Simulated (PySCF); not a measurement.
## Calculated NMR parameters of C=CCC1=CC(=O)[SiH2][SiH2]C1

| Quantity | Value |
| --- | --- |
| Formula | C7H12OSi2 |
| SMILES | C=CCC1=CC(=O)[SiH2][SiH2]C1 |
| Point group of the computed structure | C1 |
| Degrees of unsaturation | 4 |
| Carbon signals | 7 |
| Proton signals | 8 |

Numbering as in the mapped SMILES `[CH2:1]=[CH:2][CH2:3][C:4]1=[CH:5][C:6](=[O:7])[SiH2:8][SiH2:9][CH2:10]1`. Hydrogens are named by the atom that carries them. Ha(C1) is cis to C3; Hb(C1) is trans to C3.

PySCF calculation with NMR shieldings at PBE0/pcSseg-1/GIAO and geometry from GFN2-xTB; non-relativistic, one computed conformer, no solvent, fast rotation and ring inversion assumed for equivalent nuclei.

Shifts are taken against calculated references (same method and geometry level): ¹H (σref 31.72), ¹³C (σref 186.93), ²⁹Si (σref 349.16) against TMS; H2O for ¹⁷O (σref 336.08).

| carbon | δC, type | δH (multiplicity) | HMBC from (2–3 bonds) | span of the C tensor (ppm) |
| --- | --- | --- | --- | --- |
| C1 | 125.9, CH2 | Ha(C1) 5.63 (m); Hb(C1) 5.54 (m) | H(C2), H(C3) | 208 |
| C2 | 144.0, CH | 5.89 (m) | Ha(C1), Hb(C1), H(C3) | 231 |
| C3 | 54.2, CH2 | 3.07 (d) | H(C5), H(C2), Ha(C1), Hb(C1), H(C10) | 31 |
| C4 | 164.6, C | – | H(C5), H(C2), H(Si9), H(C3), H(C10) | 250 |
| C5 | 136.8, CH | 6.08 (s) | H(Si8), H(C3), H(C10) | 145 |
| C6 | 230.0, C | – | H(C5), H(Si9), H(Si8) | 222 |
| C10 | 15.5, CH2 | 1.88 (m) | H(C5), H(Si9), H(Si8), H(C3) | 30 |

Other nuclei:
```csv
atoms,nucleus,environment,δ (ppm),σ (ppm)
H(Si9),¹H,"hydrogen on a silicon bonded to C, Si, in a 6-membered ring",4.06,27.65
H(Si8),¹H,"hydrogen on a silicon bonded to C, Si, in a 6-membered ring",3.93,27.79
Si9,²⁹Si,"silicon bonded to C, Si, 2 H, in a 6-membered ring",-82.2,431.3
Si8,²⁹Si,"silicon bonded to C, Si, 2 H, in a 6-membered ring",-101.0,450.1
O7,¹⁷O,carbonyl oxygen,841.3,-505.2
```

Carbon types of the structure: 2 × C, 2 × CH, 3 × CH2, leaving 4 H on heteroatoms. δC 230.0: carbonyl carbon. δC 164.6: β carbon of a C=C–C=O unit; conjugation with the carbonyl draws π density from the β position. δC 144.0: alkene CH; as expected for a trigonal carbon in a double bond. δC 136.8: α carbon of a C=C–C=O unit; an sp2 carbon of a C=C bond. δC 125.9: terminal =CH2 carbon; an sp2 carbon of a C=C bond.

Shifts are as computed. Against solution values, carbons near 30 ppm lie about +3 ppm off and those near 130 ppm about +5 ppm. Of 1211 compounds with measured shifts, 218 miss one by over three times the rms of a fit or turn the order of signals round; such compounds aren't used in these exercises. Unscaled 17O shifts of doubly bonded oxygen tend to come out too high, by tens of ppm or more. Experimental scales use liquid or dissolved standards, which lie at an offset from isolated H2O (liquid H2O: subtract about 36 ppm). No couplings were computed; multiplicities are counted from neighbouring protons, with m where these are inequivalent, close in shift, in a saturated or five-membered ring or joined by F or P, and br s for small geminal =CH2 splittings.
